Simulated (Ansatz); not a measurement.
Relaxation of a periodic cell of 17 atoms, Si16Ge (host Si, host structure diamond, interstitial Ge), to a largest force component of 0.08 eV/Å in at most 25 steps.

Method: Ansatz, DFT PBE, scalar-relativistic, plane waves, PAW. Settings: accuracy low, PAW set soft_1, cutoff 420 eV, k mesh 2x2x2, fermi-dirac smearing 0.05 eV, no spin polarisation.

```xyz
17
Lattice="0.0000 5.4300 5.4300 5.4300 0.0000 5.4300 5.4300 5.4300 0.0000" Properties=species:S:1:pos:R:3
Si 0.000 0.000 0.000
Si 1.357 1.357 1.357
Si 2.715 2.715 0.000
Si 4.072 4.072 1.357
Si 2.715 0.000 2.715
Si 4.072 1.357 4.072
Si 5.430 2.715 2.715
Si 6.787 4.072 4.072
Si 0.000 2.715 2.715
Si 1.357 4.072 4.072
Si 2.715 5.430 2.715
Si 4.072 6.787 4.072
Si 2.715 2.715 5.430
Si 4.072 4.072 6.787
Si 5.430 5.430 5.430
Si 6.787 6.787 6.787
Ge 8.184 8.197 8.123
```

Question: Where does it end, and by what steps?

Answer: The run converged. The threshold is loose, so the end isn't yet a minimum. The force dipped under the threshold on the way, but the program's further checks kept it going. Limits of this set-up: low accuracy level. After 3 steps the energy has fallen by 0.360 eV; Si14 moved furthest, 0.09 Å.

```
step  energy less start (eV)  largest force component (eV/Å)  accepted
   0                  0.0000                           1.253       yes
   1                 -0.3237                           0.414       yes
   2                 -0.3598                           0.065       yes
   3                 -0.3598                           0.065       yes
```

```xyz
17
Lattice="0.0000 5.4300 5.4300 5.4300 0.0000 5.4300 5.4300 5.4300 0.0000" Properties=species:S:1:pos:R:3
Si -0.003 -0.004 0.001
Si 1.350 1.350 1.349
Si 2.714 2.714 0.047
Si 4.076 4.076 1.355
Si 2.715 0.051 2.714
Si 4.080 1.351 4.079
Si 5.384 2.715 2.716
Si 6.745 4.111 4.114
Si 0.051 2.715 2.714
Si 1.352 4.080 4.078
Si 2.715 5.386 2.716
Si 4.109 6.748 4.112
Si 2.716 2.716 5.380
Si 4.124 4.123 6.735
Si 5.441 5.445 5.424
Si 6.752 6.752 6.753
Ge 8.163 8.169 8.135
```

The run took 32 s on 1 thread of Intel(R) Xeon(R) Platinum 8259CL CPU @ 2.50GHz (Skylake/Cascade Lake) (shared host), peak memory 0.62 GiB.
